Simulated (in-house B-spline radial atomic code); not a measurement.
A calculation on Fe2+ (an excited or competing configuration): its settings, and results tabulated from the run. Method: Dirac-Hartree-Fock, average of configuration, Fermi nucleus of rms radius 3.7377 fm. Calculated with a B-spline radial code for spherical atoms.

Command:
```bash
python run_scf.py task.json out
```
Settings (nuclear radius in fm, mass in u):
```
Z                26
configuration    [Ar] 3d5 7g1
hamiltonian      dirac
method           hf
spin_polarised   False
nucleus          fermi
rms_radius       3.7377
atomic_mass      55.93494
speed_of_light   137.035999084
```

Output (hartree, bohr):
```
 radial grid: 91 intervals, B-splines of order 8, outer radius 102 bohr

 iter        energy (Eh)    residual
    1      -1257.2626334    4.81e-01
    2      -1265.9118503    3.92e-01
    3      -1269.1753385    1.19e-01
    4      -1269.4955699    2.82e-02
    5      -1269.5106213    1.70e-02
    6      -1269.5176195    9.91e-04
    7      -1269.5176291    6.19e-05
    8      -1269.5176291    4.20e-06
    9      -1269.5176291    5.89e-07
   10      -1269.5176291    8.65e-08

 total energy                    -1269.517629
 kinetic                           1288.03963
 electron-nucleus                 -3010.55517
 electron-electron                  452.99792

 first-order corrections (not in the total)
   Gaunt                            0.51303
   retardation                     -0.04521
   frequency dependence            -0.00123
   self-energy                      0.34058
   Uehling                         -0.02880
   Wichmann-Kroll                   0.00018
   recoil                           0.00961

 orbital      occ     eigenvalue          <r>       <r^2>       <1/r>       <r^4>       r_max    small
 1s1/2      2.000     -265.17310    0.0584183  0.00459017     25.9833 5.43476e-05     0.03828  8.75e-03
 2s1/2      2.000      -33.82958      0.26518    0.083053     5.61347   0.0120506      0.2217  1.62e-03
 2p1/2      2.000      -29.20379     0.232871   0.0666604     5.52993  0.00904539      0.1783  1.59e-03
 2p3/2      4.000      -28.73765     0.235827   0.0682318     5.43356  0.00943689      0.1807  1.57e-03
 3s1/2      2.000       -5.57257     0.803895    0.743271     1.75085     0.88258      0.6986  3.46e-04
 3p1/2      2.000       -4.10914     0.841156     0.82885     1.62525     1.17198      0.7081  3.08e-04
 3p3/2      4.000       -4.04738     0.849264    0.844688     1.60484     1.21648      0.7149  3.03e-04
 3d3/2      2.000       -1.90612     0.975823     1.18634     1.31704     3.04041      0.7009  2.16e-04
 3d5/2      3.000       -1.89971     0.979241     1.19448     1.31208     3.08035      0.7033  2.14e-04
 7g7/2      0.444       -0.09185      21.1619     506.136    0.061255      343684        23.5  2.45e-06
 7g9/2      0.556       -0.09185       21.162      506.14   0.0612547      343689        23.5  2.45e-06
```

Time taken, with all properties: 6.9 s on 1 thread of Arm Neoverse N1 (shared host).

For the Dirac Hamiltonian the kinetic term is c α·p + (β - 1)c².
